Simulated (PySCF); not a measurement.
All values below come from PBE-D3(BJ)/def2-TZVP // r2SCAN-D4/def2-SVP in PySCF. All species are isolated molecules in the gas phase. 

Reference species: [W(Cl)6] (neutral, multiplicity 1).

```
Quantity                                                         Value
------------------------------------------------------------  --------
LUMO                                                          -5.71 eV
coordination number                                                  6
mean distance from the central atom to its bonded neighbours   2.313 Å
HOMO–LUMO gap                                                  2.13 eV
```

Changed species: [W(Cl)2(F)4] (4 of 6 Cl replaced by F; the reference has 0 of 6 Cl replaced by F).

Task: What does the change do to the LUMO, coordination number, mean distance from the central atom to its bonded neighbours and HOMO–LUMO gap?

Result: the LUMO goes up by 0.09 eV, to -5.62 eV; the coordination number stays essentially unchanged; the mean distance from the central atom to its bonded neighbours decreases by 0.313 Å, to 2.000 Å; the HOMO–LUMO gap increases by 0.83 eV, to 2.96 eV.
